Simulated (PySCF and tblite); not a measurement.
The numbers below are computed, except where a source is named.
## Conformer ensemble of C₅H₇F₃S, numbered as in [F:1][C:2]([F:3])([F:4])[C@@H:5]1[CH2:6][CH2:7][CH2:8][S:9]1

Free energies: CAM-B3LYP-D3(BJ)/pcSseg-1 on GFN2-xTB structures plus GFN2-xTB thermal terms, symmetry and mirror images included. Conformers within 2.5 kcal/mol (GFN2-xTB free energy) were kept, 6 at most. GIAO shieldings: CAM-B3LYP/pcSseg-1. Shifts are against TMS (¹H), TMS (¹³C), CFCl3 (¹⁹F) at the same level; of two unlike H on one atom, a is the less shielded. (PySCF 2.14, tblite 0.8.)

The 5-ring runs over atoms 5–6–7–8–9.

```csv
conformer,shape,symmetry,E(GFN2) kcal/mol,E(DFT) kcal/mol,G(298.15 K) kcal/mol,weight %,dipole D
1,"5-ring between envelope and twist (ring torsions -48, 40, -19, -8, 33°)",C1,0.00,0.00,0.00,72.4,3.28
2,"5-ring envelope (ring torsions 48, -45, 24, 3, -29°)",C1,0.16,0.72,0.57,27.6,3.52
```

Weights (%) against temperature:

| T (K) | 1 | 2 | S(mix) cal/mol/K |
| --- | --- | --- | --- |
| 250 | 76.2 | 23.8 | 1.09 |
| 298.15 | 72.4 | 27.6 | 1.17 |
| 350 | 69.2 | 30.8 | 1.23 |

Averaged shifts at 298.15 K. ¹H: 3.71 (H5, 1H), 2.90 (H8a, 1H), 2.83 (H8b, 1H), 2.20 (H6a, 1H), 2.11 (H7a, 1H), 1.89 (H6b, 1H), 1.85 (H7b, 1H) ppm. ¹³C: 138.9 (C2), 56.3 (C5), 38.0 (C8), 34.5 (C6), 33.1 (C7) ppm. ¹⁹F: -76.5 (F1/F3/F4) ppm.

Coordinates of conformer 1 (Å):

```xyz
16

F     2.390    0.962   -1.143
C     1.946    0.277   -0.068
F     2.989   -0.431    0.379
F     1.670    1.195    0.865
C     0.763   -0.607   -0.440
C    -0.417    0.198   -0.982
C    -1.265    0.615    0.217
C    -1.449   -0.636    1.058
S     0.166   -1.500    1.046
H     1.143   -1.337   -1.158
H    -0.067    1.058   -1.553
H    -1.004   -0.443   -1.642
H    -2.229    1.011   -0.102
H    -0.748    1.381    0.795
H    -1.708   -0.423    2.092
H    -2.188   -1.311    0.626
```

Unscaled ¹⁹F shifts at such levels can be off by tens of ppm; differences between conformers or isomers are more reliable. Shifts are unscaled: against experiment ¹³C can be off by 15 ppm or more and ¹H by 0.8 ppm.

Search and properties took 2.3 min on 1 thread of Arm Neoverse N1, on a host shared with other jobs (rough), launched as `OMP_NUM_THREADS=1 python ens_run.py task.json out`.


Conformer gaps in pcSseg-1 on xTB geometries can be 2 kcal/mol off for S=O, P=O and other polar bonds.